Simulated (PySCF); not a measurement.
Species: C2H8OSi.
Numbering: `[CH3:1][CH2:2][O:3][SiH3:4]` (hydrogens: H5, H6, H7 on C1; H8, H9 on C2; H10, H11, H12 on Si4)

The same species was optimised twice, with GFN2-xTB and with PBE0-D3(BJ)/def2-SVP (PySCF), and the same property calculations (PySCF, gas phase) were run on both structures.

```tsv
coordinate	GFN2-xTB	PBE0-D3(BJ)/def2-SVP	change
O3–Si4 (Å)	1.617	1.663	+0.046
Si4–H12 (Å)	1.453	1.487	+0.034
Si4–H11 (Å)	1.467	1.498	+0.031
Si4–H10 (Å)	1.467	1.498	+0.031
C1–H5 (Å)	1.087	1.100	+0.013
C1–H7 (Å)	1.087	1.100	+0.013
C1–H6 (Å)	1.087	1.100	+0.013
C1–C2 (Å)	1.521	1.510	-0.011
C2–H8 (Å)	1.097	1.108	+0.011
C2–H9 (Å)	1.097	1.108	+0.011
C2–O3 (Å)	1.398	1.408	+0.010
O3–Si4–H12 (°)	99.2	106.7	+7.5
C2–O3–Si4 (°)	130.0	123.8	-6.2
H11–Si4–H12 (°)	113.6	110.0	-3.6
H10–Si4–H12 (°)	113.6	110.1	-3.5
H8–C2–H9 (°)	107.8	106.6	-1.2
O3–C2–H8 (°)	109.5	110.3	+0.8
C2–C1–H5 (°)	110.0	110.8	+0.8
O3–C2–H9 (°)	109.5	110.3	+0.8
C1–C2–O3–Si4 (°)	180	180	0
```

Rotational constants: A = 25652, B = 2579, C = 2481 MHz (GFN2-xTB) against A = 25105, B = 2560, C = 2462 MHz (PBE0-D3(BJ)/def2-SVP). Point groups within 0.08 Å: Cs and Cs. Atoms that the bonding makes alike are paired by their places after alignment.

On the GFN2-xTB structure: lowest singlet, TDDFT (eV) 7.11 [CAM-B3LYP/def2-SVPD]; lowest triplet, Tamm–Dancoff (eV) 6.79 [CAM-B3LYP/def2-SVPD]; isotropic polarisability (au) 56.2 [CAM-B3LYP/def2-SVPD]; HOMO (eV) -9.49 [CAM-B3LYP/def2-SVPD]; LUMO (eV) 1.11 [CAM-B3LYP/def2-SVPD]; dipole (D) 1.10 [CAM-B3LYP/def2-SVPD]; HOMO (eV) -8.01 [PBE0/pcSseg-1]; LUMO (eV) 0.52 [PBE0/pcSseg-1]; dipole (D) 1.11 [PBE0/pcSseg-1]; GIAO shielding of C1 (ppm) 166.2 [PBE0/pcSseg-1]; GIAO shielding of C2 (ppm) 122.8 [PBE0/pcSseg-1]; GIAO shielding of O3 (ppm) 316.4 [PBE0/pcSseg-1]; GIAO shielding of Si4 (ppm) 388.3 [PBE0/pcSseg-1].

Task: What do these properties become on the PBE0-D3(BJ)/def2-SVP structure?

Result: 
```json
{"property": "lowest singlet, TDDFT (eV)", "level": "CAM-B3LYP/def2-SVPD", "on GFN2-xTB": "7.11", "on PBE0-D3(BJ)/def2-SVP": "7.13", "change": "+0.02"}
{"property": "lowest triplet, Tamm–Dancoff (eV)", "level": "CAM-B3LYP/def2-SVPD", "on GFN2-xTB": "6.79", "on PBE0-D3(BJ)/def2-SVP": "6.81", "change": "+0.02"}
{"property": "isotropic polarisability (au)", "level": "CAM-B3LYP/def2-SVPD", "on GFN2-xTB": "56.2", "on PBE0-D3(BJ)/def2-SVP": "57.8", "change": "+1.6"}
{"property": "HOMO (eV)", "level": "CAM-B3LYP/def2-SVPD", "on GFN2-xTB": "-9.49", "on PBE0-D3(BJ)/def2-SVP": "-9.50", "change": "-0.01"}
{"property": "LUMO (eV)", "level": "CAM-B3LYP/def2-SVPD", "on GFN2-xTB": "1.11", "on PBE0-D3(BJ)/def2-SVP": "1.13", "change": "+0.02"}
{"property": "dipole (D)", "level": "CAM-B3LYP/def2-SVPD", "on GFN2-xTB": "1.10", "on PBE0-D3(BJ)/def2-SVP": "1.08", "change": "-0.02"}
{"property": "energy, GFN2-xTB geometry as zero (kcal/mol)", "level": "CAM-B3LYP/def2-SVPD", "on GFN2-xTB": "0.0", "on PBE0-D3(BJ)/def2-SVP": "-2.8", "change": "-2.8"}
{"property": "HOMO (eV)", "level": "PBE0/pcSseg-1", "on GFN2-xTB": "-8.01", "on PBE0-D3(BJ)/def2-SVP": "-8.02", "change": "-0.01"}
{"property": "LUMO (eV)", "level": "PBE0/pcSseg-1", "on GFN2-xTB": "0.52", "on PBE0-D3(BJ)/def2-SVP": "0.55", "change": "+0.03"}
{"property": "dipole (D)", "level": "PBE0/pcSseg-1", "on GFN2-xTB": "1.11", "on PBE0-D3(BJ)/def2-SVP": "1.10", "change": "-0.01"}
{"property": "energy, GFN2-xTB geometry as zero (kcal/mol)", "level": "PBE0/pcSseg-1", "on GFN2-xTB": "0.0", "on PBE0-D3(BJ)/def2-SVP": "-2.6", "change": "-2.6"}
{"property": "GIAO shielding of C1 (ppm)", "level": "PBE0/pcSseg-1", "on GFN2-xTB": "166.2", "on PBE0-D3(BJ)/def2-SVP": "164.3", "change": "-1.9"}
{"property": "GIAO shielding of C2 (ppm)", "level": "PBE0/pcSseg-1", "on GFN2-xTB": "122.8", "on PBE0-D3(BJ)/def2-SVP": "120.8", "change": "-2.0"}
{"property": "GIAO shielding of O3 (ppm)", "level": "PBE0/pcSseg-1", "on GFN2-xTB": "316.4", "on PBE0-D3(BJ)/def2-SVP": "311.1", "change": "-5.3"}
{"property": "GIAO shielding of Si4 (ppm)", "level": "PBE0/pcSseg-1", "on GFN2-xTB": "388.3", "on PBE0-D3(BJ)/def2-SVP": "384.2", "change": "-4.1"}
```

The heavy atoms differ by 0.048 Å rms after alignment. Among all bonds O3–Si4 changes most (+0.046 Å). Changes are differences of the printed values. Neither structure is proved a minimum here.

Shape of the structure used: `[CH3:1][CH2:2][O:3][SiH3:4]`: C1–C2–O3–Si4 180°.
